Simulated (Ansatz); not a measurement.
The cluster V3⁻. Total charge -1; singlet. Geometry PBE0-D4/def2-TZVPD.

```xyz
3

V     0.072   -1.282   -0.443
V    -0.897    0.801    0.355
V     0.824    0.481    0.089
```

The restricted singlet is unstable towards broken spin symmetry in Hartree–Fock (as tested in another run); at PBE-D4/def2-SVPD, PBE-D4/def2-TZVPD, r2SCAN-D4/def2-TZVPD, PBE0-D4/def2-SVPD and others this wasn't settled. At PBE-D4/def2-SVPD, PBE-D4/def2-TZVPD, r2SCAN-D4/def2-TZVPD, PBE0-D4/def2-SVPD and others the highest occupied level of the charge -1 singlet lies above zero (up to 0.87 eV). The electron is either unbound and held by the finite basis, or the level is raised by self-interaction error. At PBE-D4/def2-SVPD, PBE-D4/def2-TZVPD an occupied level of the charge -1 singlet lies above an empty one (by up to 0.08 eV), so this SCF solution is probably not the lowest. The geometry of the singlet was relaxed on an unsound state (restricted singlet whose occupied levels cross empty ones at other levels, untested at these). The order of the spin states hangs on the level: the triplet lies 2.33 eV below the singlet at PBE0-D4/def2-TZVPD, but 1.15 eV above it at PBE-D4/def2-TZVPD. The singlet is doubtful at PBE0-D4/def2-TZVPD (restricted singlet whose occupied levels cross empty ones at other levels, untested at these). The triplet is doubtful at PBE0-D4/def2-TZVPD (⟨S²⟩ 6.74, where a pure state has 2.00). The singlet is doubtful at PBE-D4/def2-TZVPD (an occupied level 0.08 eV above an empty one). The triplet is doubtful at PBE-D4/def2-TZVPD (⟨S²⟩ 5.92, where a pure state has 2.00). The structure comes from a short search, and lower isomers may exist.

Problem. Estimate the orbital energies around the gap (eV) in Ansatz with PBE-D4/def2-SVPD, PBE-D4/def2-TZVPD, r2SCAN-D4/def2-TZVPD, PBE0-D4/def2-SVPD, PBE0-D4/def2-TZVPD.

Solution. 
```csv
orbital,PBE-D4/def2-SVPD,PBE-D4/def2-TZVPD,r2SCAN-D4/def2-TZVPD,PBE0-D4/def2-SVPD,PBE0-D4/def2-TZVPD
HOMO−5,-1.17,-1.11,-1.37,-2.13,-2.24
HOMO−4,-0.31,-0.29,-0.52,-1.46,-1.59
HOMO−3,-0.30,-0.24,-0.50,-1.28,-1.47
HOMO−2,-0.01,0.06,-0.15,-0.82,-0.98
HOMO−1,0.46,0.55,0.22,-0.65,-0.82
HOMO,0.81,0.87,0.72,0.31,0.26
LUMO,0.74,0.78,0.79,1.73,1.69
LUMO+1,1.29,1.36,1.31,2.11,1.85
LUMO+2,1.40,1.52,1.43,2.29,2.11
LUMO+3,1.73,1.74,1.77,2.30,2.16
LUMO+4,1.77,1.83,1.88,2.83,2.68
LUMO+5,1.94,1.97,2.04,2.89,2.69
```
